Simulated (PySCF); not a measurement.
**Dipole response of Se³⁺ (selenium, charge +3)**

[Ar] 3d10 4s2 4p1, 2P determinant. Calculation: PySCF 2.14, in aug-cc-pVQZ-PP with one added diffuse shell each of s, p, d, f, g type with ECP10MDF (8s7p6d4f3g, 114 functions); a scalar-relativistic core potential. Coupled (time-dependent) response in atomic units; α is the mean over directions.

```json
{"method": "UHF", "mean α (bohr³)": "6.931", "α xx, yy, zz": "7.144, 6.507, 7.144", "C₆ (like pair)": "24.25", "S(−4)": "17.47"}
{"method": "PBE", "mean α (bohr³)": "6.490", "α xx, yy, zz": "6.610, 6.251, 6.610", "C₆ (like pair)": "22.30", "S(−4)": "14.65"}
{"method": "PBE0", "mean α (bohr³)": "6.592", "α xx, yy, zz": "6.745, 6.285, 6.745", "C₆ (like pair)": "22.74", "S(−4)": "15.24"}
```

S(−4) is the Cauchy moment in α(ω) = α(0) + S(−4) ω² + …

Spin-orbit coupling is absent.

α(iu) at PBE0:

```csv
u (hartree),α(iu) (bohr³)
0,6.592
0.0500,6.554
0.100,6.443
0.200,6.038
0.300,5.473
0.500,4.242
0.750,2.996
1.00,2.166
1.50,1.270
2.00,0.8460
3.00,0.4717
5.00,0.2205
```

For an ion, C₆ is the dispersion term alone; charge-induced terms of lower order in 1/R come first.

The components differ because the open shell of this determinant is not spherical; for a pure term their mean is the scalar polarisability.

Energies and moments cover only the electrons outside the core potential.
